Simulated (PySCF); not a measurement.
Numbering as in the mapped SMILES `[CH:1]#[C:2][C@@:3]12[C:4]([C:5]#[N:6])=[CH:7][C@H:8]3[C@@H:9]1[C@@H:10]23`. Each H is labelled by its parent atom.

Geometry: GFN2-xTB; GIAO shifts from PySCF 2.14, gas phase, non-relativistic, averaged over equivalent atoms.

At BLYP/pcSseg-1 (195 basis functions, 26 s wall time on 1 thread of an AMD EPYC 9R45 96-Core, shared host):
```
       atoms  δ (ppm)
          C7    157.2
          C4    125.4
          C5    116.6
          C2     78.7
          C1     73.4
      C9/C10     63.9
          C3     44.5
          C8     40.9
          N6    334.8
       H(C7)     6.69
H(C9)/H(C10)     4.40
       H(C8)     1.63
       H(C1)     1.46
```

Shifts are taken against calculated references (same method and geometry level): 13C (σref 178.05) and 1H (σref 31.80) against TMS; NH3 for 15N (σref 265.08).

Predict the values at PBE0/pcSseg-1 on the same geometry.

Results:


```
       atoms  δ at PBE0/pcSseg-1  change
          C7               160.8    +3.6
          C4               127.4    +2.0
          C5               118.8    +2.2
          C2                80.7    +2.0
          C1                79.4    +6.0
      C9/C10                62.2    -1.7
          C3                41.4    -3.1
          C8                38.9    -2.0
          N6               333.9    -0.9
       H(C7)                6.98   +0.29
H(C9)/H(C10)                4.48   +0.08
       H(C8)                1.69   +0.06
       H(C1)                1.69   +0.23
```

Scale: TMS for 13C (186.93 ppm) and 1H (31.72 ppm); 15N (267.73 ppm) vs NH3 (reference shieldings calculated alike).

The largest change is at C1 (terminal alkyne carbon). Cost: 195 basis functions, 22 s wall time on 1 thread of an AMD EPYC 9R45 96-Core, shared host. The order of the carbon signals is the same at both levels.

Experimental scales use liquid or dissolved standards, which lie at an offset from isolated NH3 (liquid NH3: subtract about 20 ppm). Unscaled 15N shifts of sp2 nitrogen often come out too high even then, by a few to some tens of ppm.
